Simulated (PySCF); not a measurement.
Ti(Cl)(OH)(Me)2 (C2H7ClOTi), SMILES [CH3][Ti]([CH3])([OH])[Cl], multiplicity 1.

Coordinates come from a PBE0-D3(BJ)/def2-SVP optimisation. The spin state was assumed, not searched. The values are those of a single conformer.

All values below come from B3LYP/def2-TZVP (PySCF).

The molecule is in vacuum.

The total energy is -1465.55601 hartree. The point group is Cs and the highest occupied level is -7.69 eV. The lowest empty level is -2.15 eV. The orbital gap is 5.54 eV, the dipole moment is 1.91 D and the quadrupole, principal values (traceless, Buckingham form, about the centre of nuclear charge) comes out as -7.38, -1.62, 9.00 D·Å. The mean static polarisability is 80.6 bohr³ (11.94 Å³) and the polarisability, principal values is 73.5, 83.5, 84.7 bohr³.
